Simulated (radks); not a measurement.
Values are calculated unless marked as measured or tabulated.
The mean radii <r> (bohr) of the occupied orbitals of an atom or ion are listed with their occupations. Code: a radial shooting solver on a logarithmic mesh with Libxc functionals. Model: Dirac Kohn-Sham, relativistic LDA (MacDonald-Vosko exchange, VWN5 correlation), spin-unpolarised, spherical densities, finite nucleus; Fermi nuclear charge, rms radius of each element as measured or else 0.836 A^(1/3) + 0.57 fm.

| orbital | occ. | <r> |
|---|---|---|
| 1s1/2 | 2 | 0.03522 |
| 2s1/2 | 2 | 0.1482 |
| 2p1/2 | 2 | 0.1253 |
| 2p3/2 | 2 | 0.1294 |

Name the element and its charge. Open shells, if any, fill j = l - 1/2 first.

Answer. Z = 42, molybdenum, charge +34: Mo34+ in [He] 2s2 2p4. The 1s radius gives Z: for a bare nucleus <r> = (2 gamma + 1)/(2Z) with gamma = sqrt(1 - (Z/c)^2), 0.03457 bohr for Z = 42, and screening makes it slightly larger (0.03522 here). The occupations add up to 8, and the charge is Z minus that.
